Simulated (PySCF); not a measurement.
(1R)-1-chloro-1,2,2-trifluoroethane (C2H2ClF3), SMILES FC([C@H](F)Cl)F. Geometry: PBE0-D3(BJ)/def2-SVP. The values are those of a single conformer.

### Question
Give the equilibrium geometry at PBE0-D3(BJ)/def2-SVP (PySCF confirms it by a frequency run) as Cartesian coordinates in Å. (The exact figures need the calculation; the answer reports its results.)

### Answer
This is not unique; one that fits is 
```xyz
8

F      1.4427    -1.4145     0.6422
C      0.9686    -0.1844     0.3652
F      1.4667     0.2098    -0.8129
C     -0.5506    -0.2663     0.2949
F     -0.9141    -1.0496    -0.7332
Cl    -1.2240     1.3623     0.1050
H      1.2898     0.5163     1.1556
H     -0.9472    -0.6824     1.2340
```
Charge 0, spin multiplicity 1.
